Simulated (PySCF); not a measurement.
Cartesian coordinates in Å; atom numbers follow the order of the lines, from 1:
```xyz
27

C     2.3460   -0.7854   -1.4094
B     2.0349    0.1832   -0.2097
C     3.1942    1.0368    0.4220
C     0.5620    0.3573    0.3505
C    -0.1774   -0.9673    0.5937
C    -1.4903   -0.8020    1.3602
C    -2.6895   -0.4270    0.4886
O    -2.3986    0.3963   -0.6069
C    -1.6291    1.5410   -0.3565
C    -0.1531    1.2905   -0.6427
H     3.2741   -1.3559   -1.2371
H     2.5655   -0.1483   -2.2872
H     1.5426   -1.4795   -1.6933
H     3.4469    0.5379    1.3787
H     2.8728    2.0531    0.7031
H     4.1207    1.0925   -0.1688
H     0.6057    0.8919    1.3192
H     0.4824   -1.6364    1.1714
H    -0.3653   -1.4807   -0.3645
H    -1.7476   -1.7347    1.8892
H    -1.3425   -0.0475    2.1516
H    -3.1275   -1.3363    0.0477
H    -3.4758    0.0309    1.1241
H    -1.9983    2.3290   -1.0344
H    -1.7761    1.9124    0.6765
H    -0.1019    0.8701   -1.6624
H     0.3676    2.2639   -0.6793
```

Geometry: PBE0-D3(BJ)/def2-SVP; GIAO absolute shieldings from PySCF 2.14.0 with density-fitted response routines, gas phase, non-relativistic, averaged over equivalent atoms.

At KT3/pcSseg-1 (255 basis functions, 2.7 min wall time (2.4 min CPU) on 1 thread of an Arm Neoverse N1, shared host):
```tsv
atoms	σ (ppm)
C9	111.4
C7	112.0
C4	136.5
C6	146.9
C10	148.4
C5	154.1
C1/C3	169.8
B2	21.0
O8	268.9
H24	27.39
H23	27.55
H22	27.67
H25	28.07
H20	29.53
H19	29.57
H21	29.75
H18	29.97
H27	30.18
H26	30.20
H17	30.29
H11/H12/H13/H14/H15/H16	30.50
```

What do these become at PBE0/pcSseg-1?

Results:


| atoms | σ at PBE0/pcSseg-1 | change |
| --- | --- | --- |
| C9 | 114.3 | +2.9 |
| C7 | 114.9 | +2.9 |
| C4 | 139.0 | +2.5 |
| C6 | 150.5 | +3.6 |
| C10 | 151.7 | +3.3 |
| C5 | 157.9 | +3.8 |
| C1/C3 | 170.6 | +0.8 |
| B2 | 13.4 | -7.6 |
| O8 | 291.5 | +22.6 |
| H24 | 27.42 | +0.03 |
| H23 | 27.62 | +0.07 |
| H22 | 27.65 | -0.02 |
| H25 | 28.13 | +0.06 |
| H20 | 29.61 | +0.08 |
| H19 | 29.59 | +0.02 |
| H21 | 29.76 | +0.01 |
| H18 | 30.02 | +0.05 |
| H27 | 30.30 | +0.12 |
| H26 | 30.18 | -0.02 |
| H17 | 30.30 | +0.01 |
| H11/H12/H13/H14/H15/H16 | 30.41 | -0.09 |

The largest change is at O8 (ether oxygen). Cost: 255 basis functions, 2.7 min wall time (2.4 min CPU) on 1 thread of an Arm Neoverse N1, shared host. The order of the carbon signals is the same at both levels.

A carbon bonded to boron is broadened by the quadrupolar boron nucleus and is often missing from a measured spectrum.
